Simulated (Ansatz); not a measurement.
Consider the silylene formation by 1,1-elimination: `O[SiH](F)N[Si](O)(F)F` → `N[Si](O)(F)F` + `O[Si]F`.

Program: Ansatz. Geometries: PBE0-D4/def2-TZVP. ΔE: electronic, gas phase. CCSD(T)/CBS is the MP2 limit (def2-TZVPP, def2-QZVPP) plus CCSD(T) − MP2 in def2-TZVPP, frozen cores. This one scheme is used for every species. DFT in def2-TZVPP. B3LYP here is the variant with VWN-RPA as its local correlation; programs differ in this. Each species was taken in one conformer, which may not be the lowest.

`O[SiH](F)N[Si](O)(F)F`:

Z-matrix (Å, degrees):
```
Si
F 1 1.602
N 1 1.704 2 107.4
O 1 1.626 2 111.7 3 115.4
H 1 1.475 2 104.5 3 -123.7
Si 3 1.700 1 128.8 2 -39.1
H 3 1.012 1 114.3 2 136.8
H 4 0.958 1 118.9 2 81.6
F 6 1.577 3 112.6 1 -111.2
O 6 1.613 3 111.0 1 8.1
F 6 1.582 3 108.7 1 133.2
H 10 0.960 6 118.4 3 41.4
```

`N[Si](O)(F)F`:

Z-matrix (Å, degrees):
```
Si
O 1 1.619
F 1 1.581 2 104.1
N 1 1.686 2 112.4 3 125.7
F 1 1.584 2 112.9 3 -114.3
H 2 0.958 1 117.2 3 -175.6
H 4 1.006 1 121.2 2 -53.5
H 4 1.006 1 120.5 2 156.7
```

`O[Si]F`:

```xyz
4

O    -0.263    0.708   -0.633
Si    1.041   -0.113   -0.081
F     0.363   -1.110    1.002
H    -1.141    0.515   -0.287
```

Question: Is it downhill or uphill in electronic energy at CCSD(T)/CBS, and by how much? (Estimate.)

Answer: The calculation gave: Uphill: ΔE = +2.30 eV.

Question: What do these levels give: PBE0-D4, B3LYP-D4, ωB97X-V, r2SCAN, PBE0, HF/def2-TZVPP, CCSD(T)/def2-TZVPP, HF/def2-QZVPP, MP2/def2-QZVPP, SCS-MP2/def2-QZVPP, MP2/CBS(def2), CCSD/CBS(def2)? (Best estimate.)

Answer: The calculation gave: PBE0-D4 2.31, B3LYP-D4 2.19, ωB97X-V 2.33, r2SCAN 2.39, PBE0 2.20, HF/def2-TZVPP 2.31, CCSD(T)/def2-TZVPP 2.26, HF/def2-QZVPP 2.32, MP2/def2-QZVPP 2.42, SCS-MP2/def2-QZVPP 2.34, MP2/CBS(def2) 2.43, CCSD/CBS(def2) 2.30 eV.

Largest T1 diagnostic among the species: 0.015.

The D4 term adds +0.20 eV with B3LYP and +0.11 eV with PBE0; it sums over pairs of atoms, weighted by their polarisabilities, and B3LYP, whose exchange is more repulsive, gets the larger term. From PBE to PBE0 (25 % exact exchange), in def2-TZVPP and without D4, ΔE moves by +0.23 eV.
